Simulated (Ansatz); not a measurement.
The cluster TeAs₂. The state is a triplet with charge 0. Geometry PBE-D4/def2-TZVP, that of the charge +1 doublet; atoms count from 1.

```csv
atom,x (Å),y (Å),z (Å)
As1,-1.2890,-0.4158,-0.2986
As2,0.6049,-0.8058,0.9530
Te3,0.6841,1.2216,-0.6544
```

In the def2 sets Te takes a core potential; there is no spin–orbit coupling. At PBE0-D4/def2-TZVP a singlet of charge 0 lies 0.17 eV below the triplet at the same geometry. The structure comes from a short search, and lower isomers may exist.

Problem. Estimate the Mulliken populations from the PBE0/def2-TZVP orbitals of Ansatz.

Solution. 
```
atom  charge (e)  spin (α − β)
 As1       -0.02          0.79
 As2       -0.02          0.79
 Te3        0.04          0.42
```
Mulliken values depend strongly on the basis.

Problem. Where does the spin sit?

Solution. Summed by element: As 1.58, Te 0.42, of 2 unpaired in all. Largest on single atoms: As1 0.79, As2 0.79, Te3 0.42.

Problem. And the Mayer bond orders between heavy atoms (over 0.3)?

Solution. As1–As2 1.15 (2.30 Å); As1–Te3 1.24 (2.59 Å); As2–Te3 1.24 (2.59 Å).
